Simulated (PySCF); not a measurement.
Isomers of C6H15BO. Method used: PBE0-D3(BJ)/def2-SVP geometry optimisation, gas phase in PySCF 2.14.0. Energies are electronic, without zero-point or thermal terms, for one conformer each. No frequencies were run at this level. Point groups hold within 0.08 Å.

Problem. Rank from lowest to highest electronic energy at this level (kcal/mol).
A. `[CH3:1][CH:2]([CH3:3])[BH:4][O:5][CH:6]([CH3:7])[CH3:8]` with C1–C2–B4–O5 -127°, C2–B4–O5–C6 -179°, B4–O5–C6–C7 -122°
B. `[CH3:1][O+:2]([CH3:3])[BH2-:4][CH:5]1[CH2:6][CH2:7][CH2:8]1` with C1–O2–B4–C5 -57°, O2–B4–C5–C6 -160°, B4–C5–C6–C7 99°, C5–C6–C7–C8 17°, C6–C7–C8–C5 -17°, B4–C5–C8–C7 -95°

Solution. A (0.0), B (70.3).

As drawn, the higher has a four-membered ring, which the lower lacks.

```csv
SMILES,E (Eh),E rel (kcal/mol),dipole (D),point group,"A, B, C (MHz)"
CC(C)BOC(C)C,-337.15594,0.0,1.38,C1,"3949, 889.8, 769.5"
C[O+](C)[BH2-]C1CCC1,-337.04383,70.3,4.78,C1,"4104, 1057, 1022"
```
